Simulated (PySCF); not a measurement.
Isomers of C8H12, one GFN2-xTB conformer each. Single-point energies are computed at PBE0/pcSseg-1 (PySCF, gas phase, no added dispersion term), electronic only.

Problem. Rank them by PBE0/pcSseg-1 energy, lowest first (kcal/mol).
A. `[CH3:1][CH2:2][C:3]#[C:4]/[CH:5]=[CH:6]/[CH2:7][CH3:8]` with C5–C6–C7–C8 119°
B. `[CH2:1]=[C:2](/[CH:3]=[CH:4]/[CH3:5])[CH:6]1[CH2:7][CH2:8]1` with C1–C2–C3–C4 -178°, C1–C2–C6–C7 35°
C. 1,5,5-trimethylcyclopentadiene (`CC1=CC=CC1(C)C`)
D. `[CH2:1]=[CH:2]/[CH:3]=[CH:4]\[C@H:5]([CH3:6])[CH:7]=[CH2:8]` with C1–C2–C3–C4 180°, C3–C4–C5–C6 -118°, C4–C5–C7–C8 116°

Solution. C (0.0), B (25.2), D (27.1), A (32.6).

As drawn, the lowest has a quaternary carbon, which the highest lacks; the highest has a C≡C bond, which the lowest lacks. Neighbours under 2.5 kcal/mol apart (C=C(/C=C/C)C1CC1 and C=C/C=C\[C@H](C)C=C) can change places with a better method, another conformer or zero-point energy. GFN2-xTB itself gives, in the same order: 0.0, 28.6, 38.9, 33.7. Both levels put the same isomer lowest; measured from each level's own lowest isomer, the values differ by up to 11.8 kcal/mol (C=C/C=C\[C@H](C)C=C: 38.9 against 27.1).

Problem. Which frontier levels, dipoles and rotational constants go with these structures?

Solution. 
```
             SMILES  HOMO (eV, PBE0/pcSseg-1)  LUMO (eV)  dipole (D)       A, B, C (MHz)
     CC1=CC=CC1(C)C                     -5.99      -0.34        0.68    2468, 2374, 1644
   C=C(/C=C/C)C1CC1                     -6.40      -0.51        0.66   3511, 1290, 995.0
C=C/C=C\[C@H](C)C=C                     -6.58      -0.82        0.25  4743, 924.7, 868.6
       CCC#C/C=C/CC                     -6.41      -0.37        0.39  6418, 616.3, 584.2
```
